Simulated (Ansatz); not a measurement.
System: WCl₄ (charge 0, triplet). The spin state was set by rule; other spins were not relaxed. 
Geometry from a B3LYP-D3(BJ)/def2-TZVP (Ansatz, a program for electronic structure) optimisation:
```xyz
5

W      0.0000     0.0000     0.0000
Cl     1.7889    -0.5994    -1.2524
Cl     0.6760     0.4546     2.1128
Cl    -0.9659     1.8416    -0.8962
Cl    -1.4990    -1.6969     0.0358
```
Charge 0, spin multiplicity 3.

Basis-set convergence of Hartree-Fock and CCSD(T) correlation energies (hartree) with Ansatz. Cores are frozen in the correlated levels unless marked. Open shells are spin-unrestricted. No spin-orbit coupling. Frozen are the shells of the preceding noble gas and the d and f shells that filled before the atom's block. In def2 rows, elements after Kr have scalar-relativistic effective core potentials.

| basis | functions | E(HF) | E(corr, CCSD(T)) |
|---|---|---|---|
| def2-SVP | 104 | -1904.00637 | -0.73761 |
| def2-TZVPP | 224 | (withheld) | (withheld) |

Problem. What belongs in the gaps?

Solution. 
- def2-TZVPP, E(HF): -1904.66508
- def2-TZVPP, E(corr, CCSD(T)): -1.03474
